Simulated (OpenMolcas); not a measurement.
## 5s2 5p3 along the 51-electron sequence

```yaml
Program: OpenMolcas
Method: CASSCF
Basis: ANO-RCC-VTZP
Scalar_Hamiltonian: DKH2, point nucleus
Spin-orbit_coupling: RASSI with atomic mean-field integrals over the reference wave functions, term energies averaged over their components
```

Active space for each ion: 3 electrons in 3 orbitals (5p).

Computed levels in cm-1 above 4S* 3/2:

```
                                Level     Sb    Te+    I2+   Xe3+
                              2D* 3/2  12475  14484  15987  17505
                              2D* 5/2  13406  16167  18642  21226
                              2P* 1/2  21932  26350  30139  33964
                              2P* 3/2  23220  28746  34064  39675
weight of 4S* in the lowest level (%)     98     97     95     93
```

Measured, with the error of the calculation in %. Measured levels: Sb, Te+ from NIST Handbook of Basic Atomic Spectroscopic Data; Xe3+ from Saloman, J. Phys. Chem. Ref. Data 33, 765 (2004).

```
  Level             Sb            Te+           Xe3+
2D* 3/2   8512 (+46.6)  10222 (+41.7)  13267 (+31.9)
2D* 5/2   9854 (+36.0)  12422 (+30.1)  17511 (+21.2)
2P* 1/2  16395 (+33.8)  20547 (+28.2)  28036 (+21.1)
2P* 3/2  18464 (+25.8)  24032 (+19.6)  35650 (+11.3)
```

2D* 3/2 changes by a factor of 1.4 over the same range, with steps per unit of Z of +2010, +1500, +1520 cm-1.

With the s shell closed, the reference lacks s² → p² mixing. Measured partners are found by configuration, term and J. A level has none where our copy of the source lacks it or the pairing is in doubt (some pairs that miss far off the trend of their configuration count as doubtful), and it then counts in no deviation. Only configurations of the active space appear.

* marks odd parity.
